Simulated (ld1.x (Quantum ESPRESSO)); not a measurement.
Which setting gave this result? (holmium, RRKJ)

Base potential:

* Element: holmium (Ho)
* Generator: ld1.x (Quantum ESPRESSO) 7.5
* Type: norm-conserving RRKJ (Kleinman–Bylander form)
* Functional: PBEsol
* Relativity: scalar-relativistic
* Frozen core: [Kr] 4d10
* Valence charge: 21
* Reference configuration: 4f11 5s2 5p6 5d0 6s1.5 6p0 (charge +0.5)
* Partial waves: 5s (bound): rc 2.10 bohr; 5d (bound, empty): rc 3.10 bohr; 4f (bound): rc 0.90 bohr; 5p (bound): rc 1.45 bohr
* Local potential: the p channel
* Core correction: none
* rho0: 0.02

Occupied shells without a wave of their own: 6s. They enter only through the test configuration that unscreens the potential.

Cutoffs, loose and tight: the cutoffs (Ry, on a coarse ladder) from which the occupation-weighted sum of valence levels, in a spherical-Bessel basis at the reference potential, stays within 10 and 1 mRy of its value at 400 Ry. They do not see the model core or the augmentation charge, which bear on the density cutoff. Test errors are all-electron minus pseudo excitation energies from the reference, over the configurations 4f11 5s2 5p6 5d0 6s2 6p0; 4f11 5s2 5p6 5d0 6s1 6p0; 4f11 5s2 5p6 5d0 6s0 6p0; 4f10 5s2 5p6 5d1 6s2 6p0; 4f10 5s2 5p6 5d0 6s0 6p0; 4f11 5s2 5p6 5d0 6s0 6p2; 4f11 5s1 5p6 5d0 6s2 6p0; variants that change the core or the reference have their own tests. The largest error is taken over the tests solved by every variant that gives reliable tests at all, those not shown here included: 4f10 5s2 5p6 5d0 6s0 6p0; 4f10 5s2 5p6 5d1 6s2 6p0; 4f11 5s1 5p6 5d0 6s2 6p0; 4f11 5s2 5p6 5d0 6s0 6p0; 4f11 5s2 5p6 5d0 6s1 6p0.

Only the f radius is moved (3 further runs of the sweep failed or gave no value and are left out):

| f radius (bohr) | cutoff, loose | cutoff, tight | bound ghosts | largest test error (meV) |
| --- | --- | --- | --- | --- |
| 0.94 | 300 Ry | over 300 Ry | none | -703 |
| 1.04 | 260 Ry | over 300 Ry | none | no test is counted, since the test run did not reproduce the reference configuration |
| 1.16 | 230 Ry | over 300 Ry | none | no test is counted, since the test run did not reproduce the reference configuration |
| 1.34 | 160 Ry | 230 Ry | none | no test is counted, since the test run did not reproduce the reference configuration |

Task: One more run gave cutoff, loose: 200 Ry; cutoff, tight: 300 Ry; bound ghosts: none; largest test error (meV): no test is counted, since the test run did not reproduce the reference configuration. Which value of the f radius was used?

Result: 1.26 bohr. The loose cutoff moves one way along this sweep, from 300 Ry at 0.94 to 160 Ry at 1.34 bohr, which places the run between 1.16 and 1.34 bohr.
